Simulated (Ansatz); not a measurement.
Total energies of BMe2(CN) (C3H6BN) from Ansatz at PBE0-D4/def2-TZVP, gas phase (1 Eh = 27.2114 eV = 2625.5 kJ/mol). The reference geometry is relaxed at PBE-D4/def2-SVP.

| state | geometry | energy (Eh) |
| --- | --- | --- |
| charge 0 singlet | reference | -197.36387 |
| charge 1 doublet | reference | -196.94973 |
| free B atom (doublet) | – | -24.61828 |
| free C atom (triplet) | – | -37.80537 |
| free H atom (doublet) | – | -0.50104 |
| free N atom (quartet) | – | -54.54382 |

Problem. Work out the vertical ionisation energy to the doublet.

Solution. E(charge 1 doublet) − E(charge 0 singlet) = -196.94973 − (-197.36387) = 0.41414 Eh = 11.27 eV. For comparison, −ε of the highest occupied level is 9.16 eV at this level, 2.11 eV less.

Problem. What is the binding energy per atom against free atoms?

Solution. Atoms: 1 × (-24.61828) + 3 × (-37.80537) + 6 × (-0.50104) + 1 × (-54.54382) = -195.58445 Eh. Binding: -195.58445 − (-197.36387) = 1.77942 Eh = 48.42 eV, or 4.40 eV for each of 11 atoms (no zero-point energy, no counterpoise term).
